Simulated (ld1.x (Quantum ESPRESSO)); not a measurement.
platinum (Pt): PAW pseudisation with PBEsol, non-relativistic reference atom.

Input for ld1.x (Quantum ESPRESSO) 7.5:

```
&input
   title='Pt', zed=78., rel=0, dft='PBESOL', iswitch=3,
   config='[Xe] 4f14 5d8 5f-2 6s0 6p0',
   nld=4, rlderiv=2.55, eminld=-7.0, emaxld=5.0, deld=0.02
 /
 &inputp
   pseudotype=3, lpaw=.true., tm=.true., lloc=-2, rcloc=2.05,
   nlcc=.true., new_core_ps=.true.,
   which_augfun='BESSEL', rmatch_augfun=1.50,
   file_pseudopw='Pt.UPF', file_wfcaegen='ae.wfc', file_wfcncgen='nc.wfc', file_beta='beta', file_chi='chi', file_wfcusgen='us.wfc'
 /
7
6S  1  0   0.00   0.00  2.10  2.30  0.0
6S  1  0   0.00   0.85  2.10  2.30  0.0
5P  2  1   6.00   0.00  1.75  2.20  0.0
6P  3  1   0.00   0.00  1.75  2.20  0.0
5D  3  2   8.00   0.00  1.65  2.30  0.0
5D  3  2   0.00  -0.35  1.65  2.30  0.0
5F  4  3  -2.00   0.50  1.85  2.35  0.0
 &test
   configts(1)='5p6 5d8 6s0 6p0'
 /
```

Command:

```bash
ld1.x < Pt.in > Pt.out
```

The program printed (shortened: banner, matrices, multipoles, cross overlaps and the repeated all-electron block are left out):

```
Program LD1 v.7.5

     !!!!!!!!!!!!!!!!!!! WARNING !!!!!!!!!!!!!!!!!!!!!!!
     Message from routine ld1_readin:
     US requires at least two energies per channel 5F
     !!!!!!!!!!!!!!!!!!!!!!!!!!!!!!!!!!!!!!!!!!!!!!!!!!!
     --------------------------- All-electron run ----------------------------

     Pt

     atomic number is 78.00
     dft =PBESOL   lsd =0 sic =0 latt =0  beta=0.20 tr2=1.0E-14
     Exchange-correlation= PBESOL
                           (   1   4  10   8   0   0   0)
     mesh =1277 r(mesh) =  98.81913 a.u. xmin = -7.00 dx = 0.01250
     1 Ry =  13.60569312 eV

     n l     nl                  e(Ry)          e(Ha)          e(eV)
     1 0     1S 1( 2.00)     -5229.7851     -2614.8925    -71154.8511
     2 0     2S 1( 2.00)      -871.4834      -435.7417    -11857.1354
     2 1     2P 1( 6.00)      -837.5024      -418.7512    -11394.8001
     3 0     3S 1( 2.00)      -204.1191      -102.0596     -2777.1824
     3 1     3P 1( 6.00)      -188.1370       -94.0685     -2559.7346
     4 0     4S 1( 2.00)       -43.7793       -21.8896      -595.6473
     4 1     4P 1( 6.00)       -36.9294       -18.4647      -502.4503
     3 2     3D 1(10.00)      -158.2970       -79.1485     -2153.7402
     5 0     5S 1( 2.00)        -7.3905        -3.6952      -100.5523
     5 1     5P 1( 6.00)        -5.2495        -2.6248       -71.4234
     4 2     4D 1(10.00)       -24.3504       -12.1752      -331.3036
     4 3     4F 1(14.00)        -7.5680        -3.7840      -102.9676
     5 2     5D 1( 8.00)        -1.9585        -0.9793       -26.6471
     6 0     6S 1( 0.00)        -1.4014        -0.7007       -19.0664
     6 1     6P 1( 0.00)        -0.9919        -0.4959       -13.4949

     final scf error:  4.3E-15 reached in  38 iterations

     Etot =  -34658.950124 Ry,  -17329.475062 Ha, -471559.039353 eV

     Ekin =   34649.659151 Ry,   17324.829575 Ha,  471432.629223 eV
     Encl =  -82449.975842 Ry,  -41224.987921 Ha,-1121789.069302 eV
     Eh   =   13800.916526 Ry,    6900.458263 Ha,  187771.035066 eV
     Exc  =    -659.549959 Ry,    -329.774979 Ha,   -8973.634340 eV

     normalization and overlap integrals

     s(1S/1S) =  1.000000  <r> =   0.0194  <r2> =    0.0005  r(max) =   0.0128
     s(2S/2S) =  1.000000  <r> =   0.0818  <r2> =    0.0078  r(max) =   0.0702
     s(2P/2P) =  1.000000  <r> =   0.0692  <r2> =    0.0058  r(max) =   0.0547
     s(3S/3S) =  1.000000  <r> =   0.2068  <r2> =    0.0487  r(max) =   0.1908
     s(3P/3P) =  1.000000  <r> =   0.1971  <r2> =    0.0449  r(max) =   0.1815
     s(4S/4S) =  1.000000  <r> =   0.4566  <r2> =    0.2349  r(max) =   0.4299
     s(4P/4P) =  1.000000  <r> =   0.4612  <r2> =    0.2414  r(max) =   0.4299
     s(3D/3D) =  1.000000  <r> =   0.1722  <r2> =    0.0346  r(max) =   0.1413
     s(5S/5S) =  1.000000  <r> =   1.0504  <r2> =    1.2379  r(max) =   0.9568
     s(5P/5P) =  1.000000  <r> =   1.1444  <r2> =    1.4804  r(max) =   1.0185
     s(4D/4D) =  1.000000  <r> =   0.4708  <r2> =    0.2558  r(max) =   0.4193
     s(4F/4F) =  1.000000  <r> =   0.5032  <r2> =    0.3067  r(max) =   0.3794
     s(5D/5D) =  1.000000  <r> =   1.5303  <r2> =    2.7360  r(max) =   1.2285
     s(6S/6S) =  1.000000  <r> =   2.7514  <r2> =    8.4844  r(max) =   2.4128
     s(6P/6P) =  1.000000  <r> =   3.2848  <r2> =   12.1262  r(max) =   2.8742

     ------------------------ End of All-electron run ------------------------

     --------------------- Generating PAW atomic setup --------------------

      Generating local potential from pseudized AE potential:
      Matching radius rcloc =   2.0500
      Enforcing V''(0)=0 (lloc=-2)

      Local pseudo, rcloc= 2.051 Estimated cut-off energy=     7.51 Ry

      Computing core charge for nlcc:

       r > 0.81 : true rho core
      Core charge pseudized with two Bessel functions
      Integrated core pseudo-charge :  27.78
      Wfc-us  6S rcutus= 2.324  Estimated cut-off energy=     8.04 Ry
      Wfc-us  6S rcutus= 2.324  Estimated cut-off energy=    11.52 Ry
      Wfc-us  5P rcutus= 2.211  Estimated cut-off energy=    18.27 Ry
      Wfc-us  6P rcutus= 2.211  Estimated cut-off energy=    14.05 Ry
      Wfc-us  5D rcutus= 2.324  Estimated cut-off energy=    22.18 Ry
      Wfc-us  5D rcutus= 2.324  Estimated cut-off energy=    38.81 Ry
      Wfc-us  5F rcutus= 2.324  Estimated cut-off energy=    27.96 Ry

     Required augmentation: BESSEL   radius:    1.500000
     Suggested rho cutoff for augmentation:  68.67 Ry

     Estimated PAW energy = -805.673973 Ryd

     ------------------- End of pseudopotential generation -------------------

     Computing logarithmic derivative in   2.55247
     Computing logarithmic derivative in   2.55247
     Computing the partial wave expansion
     R is outside the sphere for l=    0 j= 0.00
     R is outside the sphere for l=    0 j= 0.00
     R is outside the sphere for l=    1 j= 0.00
     R is outside the sphere for l=    1 j= 0.00
     R is outside the sphere for l=    2 j= 0.00
     R is outside the sphere for l=    2 j= 0.00
     R is outside the sphere for l=    3 j= 0.00

     ---------------------- Testing the pseudopotential ----------------------

     Pt

     atomic number is 78.00   valence charge is 16.00
     dft = SLA  PW   PSX  PSC   lsd =0 sic =0 latt =0  beta=0.20 tr2=1.0E-14
     mesh =1277 r(mesh) =  98.81913 xmin = -7.00 dx = 0.01250

     n l     nl             e AE (Ry)        e PS (Ry)    De AE-PS (Ry)
     2 1     5P   1( 6.00)       -5.24952       -5.24952        0.00000
     3 2     5D   1( 8.00)       -1.95853       -1.95853        0.00000
     1 0     6S   1( 0.00)       -1.40136       -1.40136        0.00000
     3 1     6P   1( 0.00)       -0.99185       -0.99185        0.00000

     eps = 3.1E-20  iter =  1

     Etot =  -34658.950124 Ry,  -17329.475062 Ha, -471559.039353 eV
     Etotps =  -805.673973 Ry,    -402.836986 Ha,  -10961.752828 eV

     Ekin =     309.308233 Ry,     154.654116 Ha,    4208.352895 eV
     Encl =    -585.731712 Ry,    -292.865856 Ha,   -7969.285921 eV
     Ehrt =     130.299465 Ry,      65.149733 Ha,    1772.814538 eV
     Ecxc =    -659.549959 Ry,    -329.774979 Ha,   -8973.634340 eV
     (Ecc =    -104.080415 Ry,     -52.040207 Ha,   -1416.086186 eV)

     ---------------------- End of pseudopotential test ----------------------
```

Generation and configuration tests took about 1.5 s on one core of a shared server CPU.
